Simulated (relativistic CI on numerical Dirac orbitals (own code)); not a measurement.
**Sm4+: 4f valence photoemission**

Computed with this model: Dirac-Coulomb-Breit CI, KLI orbitals optimised for each configuration, a model potential for QED, valence Slater integrals scaled by 0.9, multiplet model of photoemission in the sudden approximation; configurations [Xe] 4f4 → [Xe] 4f3; 80 K; Lorentzian 0.15 eV and Gaussian 0.3 eV FWHM. Energies are those of the free ion, without screening or charge transfer. The energies are binding energies and can lie tens of eV above those of solids. S is read from ⟨S²⟩ = S(S + 1).

Field parameters in Wybourne normalisation. The field is a parameter set, without covalency.

free ion: ground-state S = 1.98, centroid 61.92 eV. Peaks (eV, height): 60.8 (100), 63.0 (22), 64.1 (36).

C2v, B20 = -150, B22 = -400, B40 = -790, B42 = -670, B44 = -1090, B60 = 430, B62 = -360, B64 = -380, B66 = -830 cm⁻¹: ground-state S = 1.98, centroid 61.93 eV. Peaks (eV, height): 60.8 (100), 63.0 (23), 64.1 (37).

Strongest unbroadened transitions for C2v, B20 = -150, B22 = -400, B40 = -790, B42 = -670, B44 = -1090, B60 = 430, B62 = -360, B64 = -380, B66 = -830 cm⁻¹:

| Energy (eV) | Relative strength |
| --- | --- |
| 60.81 | 6.6 |
| 60.82 | 100.0 |
| 60.83 | 24.1 |
| 60.84 | 7.1 |
| 60.85 | 39.4 |
| 60.87 | 6.6 |
| 60.88 | 39.2 |
| 61.20 | 15.4 |
| 61.21 | 15.4 |
| 61.23 | 10.5 |
| 62.99 | 28.6 |
| 63.21 | 8.6 |
| 63.92 | 5.5 |
| 64.06 | 6.3 |
| 64.07 | 22.2 |
| 64.09 | 5.5 |
| 64.10 | 36.9 |
| 64.39 | 6.6 |
